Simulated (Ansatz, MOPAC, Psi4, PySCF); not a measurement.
Molecule: C$_{4}$H$_{10}$N (charge 0, doublet). SMILES: N[CH]C(C)C
Coordinates optimised at B3LYP-D3(BJ)/def2-TZVP (Ansatz, a first-principles code):
```xyz
15

C     -0.5525     1.4004    -0.5378
C     -0.4043    -0.1193    -0.3246
C     -1.7130    -0.7250     0.1849
C      0.7279    -0.4554     0.5909
N      2.0283    -0.2023     0.1459
H      0.3839     1.8381    -0.8852
H     -0.8238     1.8904     0.4006
H     -1.3315     1.6197    -1.2728
H     -0.1854    -0.5638    -1.3067
H     -1.6374    -1.8094     0.2768
H     -2.5408    -0.4921    -0.4876
H     -1.9627    -0.3211     1.1699
H      0.5829    -0.3478     1.6605
H      2.2060    -0.4704    -0.8129
H      2.7618    -0.5316     0.7557
```
Charge 0, spin multiplicity 2.

Property: size of the dipole moment, in D. Set-up: PM7 with its own dispersion and hydrogen-bond terms; spin-orbit terms left out; no dispersion term unless named; non-relativistic; UHF or UKS for open shells; 6-31G* and kin with 6d, 5d where marked; LANL2DZ all-electron up to Ne; 6-311+G** with 5d. Ab initio and DFT rows: single points at B3LYP-D3(BJ) geometries (Ansatz). Semi-empirical rows: dipoles at the shared geometry.

| level | program | size of the dipole moment (D) |
|---|---|---|
| PM6 | MOPAC | 0.98 |
| PM7 | MOPAC | 1.01 |
| PBE/LANL2DZ | Ansatz | 1.29 |
| PBE/6-311+G** | Ansatz | 1.12 |
| BLYP/6-31G* | Ansatz | 1.32 |
| B3LYP/6-31G* | Ansatz | 1.25 |
| B3LYP/6-31G** | Ansatz | 1.23 |
| B3LYP/cc-pVDZ | Ansatz | 1.28 |
| wB97X-D/6-31G* | Psi4 | 1.22 |
| B3PW91/6-31G* (5d) | PySCF | 1.24 |

No value to compare with is used here. The 10 habitual levels span 0.98 (PM6) to 1.32 D (BLYP/6-31G*).

The levels are drawn from those run, B3LYP/6-31G* more often than the rest, none by its result; runs whose electronic state is in doubt are left out.
